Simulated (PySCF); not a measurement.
# Reading the logs of faulty runs: AlBGeH4O

These are calculations, not measurements. The program is PySCF 2.14.0, an open-source quantum chemistry code, run on an isolated molecule that a program drew, which may never have been made. The molecule is AlBGeH4O (charge 0, singlet), drawn as the SMILES string `[BH2][GeH2][Al]=[O]`.

Each row is a Hartree-Fock (HF) and frozen-core CCSD(T) single point in the cc-pV(D+d)Z basis, meant for a local HF minimum. Run 1 is clean. Each other run has one planted mistake out of seven kinds, and not every kind appears here: one electron removed, one electron added, multiplicity raised by two, geometry at a saddle point, minimal basis STO-3G, one bond length entered in bohr, all coordinates scaled. The reference is restricted for singlets and unrestricted otherwise, and also for a bond in bohr. Adding or removing an electron swaps singlet and doublet. Electrons count all cores. HOMO and LUMO are orbital energies over both spins, the gradient is its largest component, and the lowest frequency (negative if imaginary) is given only where the gradient is small. Bond lengths are over the 7 bonds as drawn. T1 is the CCSD diagnostic: over 0.02 (restricted) or 0.045 (unrestricted) a single reference is doubtful. Germanium has the cc-pVDZ-PP basis, with a core potential (ECP10MDF) in place of its 10 inner electrons, and its 3s, 3p and 3d shells are frozen in CCSD(T).

Geometry of the clean run:
```xyz
8
AlBGeH4O, angstrom
B    -2.3725   -0.9373    0.0448
Ge   -0.3101   -1.1780    0.1381
Al    0.6774    0.9090    1.0822
O     1.2599    2.2430    1.6811
H    -3.0530   -1.2360    0.9815
H    -2.8759   -0.4560   -0.9270
H     0.3567   -1.3683   -1.2280
H     0.1426   -2.3066    1.0699
```

| run | electrons | basis functions | <S^2> | HOMO (eV) | LUMO (eV) | gradient (hartree/bohr) | lowest frequency (cm^-1) | mean bond (Å) | longest bond (Å) | T1 | HF (hartree) | CCSD(T) (hartree) | mistake |
|---|---|---|---|---|---|---|---|---|---|---|---|---|---|
| 1 | 62 | 94 | 0.000 | -10.53 | 0.24 | 2.6e-05 | 89 | 1.6575 | 2.494 | 0.0288 | -637.12806 | -637.61488 | no fault |
| 2 | 63 | 94 | 0.768 | -1.61 | 5.77 | 3.0e-02 | - | 1.6575 | 2.494 | 0.0267 | -637.14986 | -637.65297 | one electron added |
| 3 | 62 | 94 | 0.000 | -10.36 | 0.17 | 3.3e-02 | - | 1.7039 | 2.564 | 0.0304 | -637.12266 | -637.61480 | all coordinates scaled |
| 4 | 62 | 94 | 0.883 | -9.61 | -0.50 | 6.4e-03 | - | 1.8522 | 2.895 | 0.0427 | -637.03307 | -637.50472 | one bond length entered in bohr |
| 5 | 62 | 94 | 2.045 | -7.95 | -2.86 | 5.8e-02 | - | 1.6575 | 2.494 | 0.0451 | -637.00257 | -637.48763 | ? |
| 6 | 61 | 94 | 0.755 | -15.83 | -5.86 | 9.6e-02 | - | 1.6575 | 2.494 | 0.0156 | -636.86370 | -637.27595 | ? |

**Which mistake was planted in run 5, and what did it cost?**

Electrons, basis and geometry are unchanged, and <S^2> is 2.045, beside S(S+1) = 2.00 for a multiplicity of 3. So the mistake is: multiplicity raised by two. Subtracting run 1 and multiplying by 627.51 kcal/mol a hartree, the energy moved by 78.7 kcal/mol in HF and 79.9 kcal/mol in CCSD(T).

**Which mistake was planted in run 6, and what did it cost?**

It counts 61 electrons, one fewer than the clean run, at the same geometry and basis. So the mistake is: one electron removed. Subtracting run 1 and multiplying by 627.51 kcal/mol a hartree, the energy moved by 165.9 kcal/mol in HF and 212.7 kcal/mol in CCSD(T).

Cautions from the logs. Run 1: T1 is over the limit, so its CCSD(T) energy is less reliable; run 3: T1 is over the limit, so its CCSD(T) energy is less reliable; run 5: T1 is over the limit, so its CCSD(T) energy is less reliable.
